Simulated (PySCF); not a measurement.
**Computed NMR parameters against published values**

Geometry:
```json
{"atom": "C1", "x (Å)": "2.937", "y (Å)": "-0.562", "z (Å)": "-0.002"}
{"atom": "C2", "x (Å)": "1.456", "y (Å)": "-0.869", "z (Å)": "0.145"}
{"atom": "O3", "x (Å)": "1.034", "y (Å)": "-1.980", "z (Å)": "0.383"}
{"atom": "N4", "x (Å)": "0.675", "y (Å)": "0.223", "z (Å)": "-0.015"}
{"atom": "C5", "x (Å)": "-0.784", "y (Å)": "0.253", "z (Å)": "0.107"}
{"atom": "C6", "x (Å)": "-1.234", "y (Å)": "1.690", "z (Å)": "-0.153"}
{"atom": "C7", "x (Å)": "-1.181", "y (Å)": "-0.182", "z (Å)": "1.520"}
{"atom": "C8", "x (Å)": "-1.401", "y (Å)": "-0.690", "z (Å)": "-0.929"}
{"atom": "H9", "x (Å)": "3.504", "y (Å)": "-1.480", "z (Å)": "0.121"}
{"atom": "H10", "x (Å)": "3.245", "y (Å)": "0.152", "z (Å)": "0.759"}
{"atom": "H11", "x (Å)": "3.142", "y (Å)": "-0.141", "z (Å)": "-0.984"}
{"atom": "H12", "x (Å)": "1.127", "y (Å)": "1.103", "z (Å)": "-0.201"}
{"atom": "H13", "x (Å)": "-2.315", "y (Å)": "1.759", "z (Å)": "-0.076"}
{"atom": "H14", "x (Å)": "-0.942", "y (Å)": "2.010", "z (Å)": "-1.151"}
{"atom": "H15", "x (Å)": "-0.795", "y (Å)": "2.369", "z (Å)": "0.576"}
{"atom": "H16", "x (Å)": "-2.261", "y (Å)": "-0.161", "z (Å)": "1.632"}
{"atom": "H17", "x (Å)": "-0.738", "y (Å)": "0.481", "z (Å)": "2.260"}
{"atom": "H18", "x (Å)": "-0.828", "y (Å)": "-1.193", "z (Å)": "1.701"}
{"atom": "H19", "x (Å)": "-1.042", "y (Å)": "-1.701", "z (Å)": "-0.760"}
{"atom": "H20", "x (Å)": "-1.124", "y (Å)": "-0.382", "z (Å)": "-1.935"}
{"atom": "H21", "x (Å)": "-2.485", "y (Å)": "-0.682", "z (Å)": "-0.846"}
```

PySCF 2.14.0 with density-fitted response routines calculation with GIAO PBE0/pcSseg-1 shieldings and GFN2-xTB structure; a single conformation, one averaged value for each set of equivalent atoms, in vacuum, non-relativistic.

Reference values: measured (solution, not stated per compound (mostly CDCl3 or CCl4); Pretsch, Buehlmann, Badertscher, Structure Determination of Organic Compounds, 4th ed. (2009)).
```tsv
atoms	quantity	reference	computed	computed, scaled
C5	δ 13C	49.9	52.0	48.7
C6/C7/C8	δ 13C	28.6	29.1	26.3
H13/H14/H15/H16/H17/H18/H19/H20/H21	δ 1H	1.28	1.39	1.42
```

Computed shifts are σ(ref) − σ with the named reference compound (TMS for H and C) calculated as an isolated molecule at the same level. The measured values may be among those fitted. Shieldings were converted by linear fits to measured shifts (mostly CDCl3, TMS scale, for H and C): 13C: δ = 180.61 − 0.978σ (rms 2.1 ppm, 210 shifts, 2.3 ppm with the 2 outliers that the fit left out); 1H: δ = 30.01 − 0.943σ (rms 0.16 ppm, 131 shifts, 0.17 ppm with the 2 outliers that the fit left out). A few per cent of atoms miss by over 2 rms, more outside the fitted compound classes. H not on carbon is unscaled (vs computed TMS).

**Question.** How far are the unscaled 13C shifts from the references?

**Answer.** Mean signed difference +1.30 ppm, mean absolute 1.30 ppm over 2 comparisons; the largest is +2.1 ppm at C5 (fully substituted sp3 carbon bonded to N).
